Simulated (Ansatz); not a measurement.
```yaml
crystal:
  periodic: [false, false, false]
  atoms:
    - {symbol: N, position_ang: [1.613525, -2.038059, 0.199124]}
    - {symbol: C, position_ang: [0.882534, -1.194340, 0.505838]}
    - {symbol: O, position_ang: [0.082266, -0.275895, 0.867796]}
    - {symbol: Ga, position_ang: [-0.696644, 0.922925, -0.300423]}
    - {symbol: H, position_ang: [-0.278998, 0.701107, -1.773949]}
    - {symbol: H, position_ang: [-1.602703, 1.884272, 0.501614]}
basis:
  gaussian: {orbitals: STO-3G}
hamiltonian: {xc: {name: HF}}
correlation: {method: mp2, frozen_orbitals: {N: 9}}
output: {forces: true}
```

```sh
$ ansatz run in.yaml --threads 2 --pin off --events-out ev --progress --plain --max-ram 4352MiB
```

Question: How does Ansatz answer? (An estimate is asked.)

Answer: Ansatz gave: The input was rejected before any iteration.
```
Functional definition: HF
Error: "frozen_orbitals" has no count for C
```
